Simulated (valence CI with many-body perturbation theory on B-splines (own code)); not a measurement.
**Questions on Si X**

Calculated by valence CI with perturbative core correlation (CI+MBPT): three valence electrons over a frozen Dirac-Fock core [He], radial functions for each j: 11 s, 11 p, 10 d, 8 f, 5 g, 2 h, with the one-electron correlation potential Σ1, the two-electron term Σ2, the three-electron term Σ3, Breit, model QED; selected CI, second order for the rest, scaled by the run's own slope (own B-spline code, finite nucleus).

No measured levels were compared; by estimate levels of excited configurations hold to 0.05 to 0.15 % of their energy, terms of the ground configuration to about 0.5 %.

Rates and lifetimes use the calculated energies. Strong lines usually hold to 10 to 20 %, long lifetimes can be off by a factor of two.

What is the ground level?

2s²2p ²P°_1/2, composition 97 % 2s²2p ²P° + 3 % 2p³ ²P°, g = 0.665.

What is the ionisation energy?

401.33 eV; NIST lists 401.38 eV (semi-empirical).

Where does the other parity begin?

At 2s2p² ⁴P_1/2, 160830 cm⁻¹.

Name the longest-lived excited levels whose lifetime is computed, and their main decay.

2s²2p ²P°_3/2 at 6987 cm⁻¹ lives 325 ms, mostly by M1 to 2s²2p ²P°_1/2.

Among levels below 2809100 cm⁻¹, which E1 lines absorb most strongly from the ground level?

to 2s²3d ²D_3/2 at 5.053 nm, f = 0.624; to 2s2p3p ²D_3/2 at 4.750 nm, f = 0.222; to 2s²4d ²D_3/2 at 3.944 nm, f = 0.126.
